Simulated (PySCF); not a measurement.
Compound: C6H8NO (doublet state).
Structure used (GFN2-xTB), in Å, numbered top down from 1:
```
atom  x, y, z in Å
C1    -0.9891   -1.9240    0.0594
C2    -0.7604   -0.5359    0.4922
C3     0.6418   -0.1492    0.4052
C4     1.7912    0.1739    0.2975
C5     3.1817    0.5564    0.1957
N6    -1.6017    0.3978   -0.2708
C7    -2.4655    1.2245    0.3373
O8    -2.6500    1.2830    1.5277
H9    -1.9931   -2.2724   -0.0847
H10   -0.1681   -2.5949   -0.0921
H11   -1.1017   -0.3777    1.5362
H12    3.6258    0.6109    1.1890
H13    3.2626    1.5329   -0.2806
H14    3.7297   -0.1750   -0.3979
H15   -1.4992    0.3982   -1.2731
H16   -3.0118    1.8604   -0.3850
```

The hyperfine couplings belong to this conformer and change with its torsions.

The species is `[CH2][C@@H](C#CC)NC=O` [radical].

Computed, not measured: UKS B3LYP, pcH-1 on C H N O, non-relativistic, mean-field spin-orbit, GIAO (PySCF). One conformer (not necessarily the lowest) at the GFN2-xTB geometry, without solvent, vibrations or thermal averaging. GFN2-xTB frequencies show an imaginary mode (23i cm⁻¹), so this geometry is no minimum at that level. Couplings are sensitive to structure, and on GFN2-xTB geometries they can be far from those on DFT ones. No stability test was run, so a lower SCF solution isn't excluded.

Principal values of hyperfine tensors in MHz (contact and dipolar terms together), for some of the nuclei:

```tsv
atom	isotope	A1	A2	A3
H11	1H	128.85	133.64	144.28
C1	13C	7.86	8.42	251.08
H10	1H	-104.91	-65.75	-25.86
H9	1H	-101.43	-63.08	-22.96
C2	13C	-33.65	-31.97	-28.31
N6	14N	14.66	14.88	20.58
H16	1H	7.37	7.82	10.75
O8	17O	-8.76	0.30	1.00
```

Question: Give the isotropic coupling of each nucleus in MHz and in mT (g = 2.0025), and the anisotropic part.

Answer: a_iso = (A1 + A2 + A3)/3, Ti = Ai − a_iso; 1 mT corresponds to 28.028 MHz.

| atom | a_iso (MHz) | a_iso (mT) | T1 | T2 | T3 |
| --- | --- | --- | --- | --- | --- |
| H11 | 135.59 | 4.838 | -6.74 | -1.95 | 8.69 |
| C1 | 89.12 | 3.180 | -81.26 | -80.70 | 161.96 |
| H10 | -65.51 | -2.337 | -39.40 | -0.25 | 39.65 |
| H9 | -62.49 | -2.230 | -38.94 | -0.59 | 39.53 |
| C2 | -31.31 | -1.117 | -2.34 | -0.66 | 3.00 |
| N6 | 16.71 | 0.596 | -2.04 | -1.82 | 3.87 |
| H16 | 8.64 | 0.308 | -1.28 | -0.83 | 2.11 |
| O8 | -2.49 | -0.089 | -6.28 | 2.79 | 3.48 |

Question: What spin density at the nucleus of H9 lies behind its contact coupling (g_N = 5.58569)?

Answer: a_FC = 800.24 MHz bohr³ × g_N × ρ(0)/(2S). With a_FC = -62.49 MHz and 2S = 1, ρ(0) = -0.01398 bohr⁻³. In magnitude that is 4.4 % of the 1/π = 0.318 of a free hydrogen atom.

Question: C3 (13C, g_N = 1.40482) isn't in the table. Its spin density at the nucleus is 0.0126 bohr⁻³. What is its contact coupling?

Answer: By the same relation, a_FC = 14.17 MHz. Its full tensor has the principal values 12.96, 13.24, 16.30 MHz.

Question: Which nucleus of the table has the largest anisotropic coupling, and what is its form?

Answer: C1: -81.3, -80.7, 162.0 MHz, axial, in the ratio −1:−1:+2, the form that spin in one p orbital centred on that nucleus gives.

Question: What first-order splitting does C1 cause when the field lies along A1, A2 or A3 of its tensor (g taken as isotropic, no quadrupole term)?

Answer: 2 lines (I = 1/2), spaced by |A_i|/(g × 13.996): 0.28, 0.30, 8.96 mT along the axes of A1, A2 and A3.
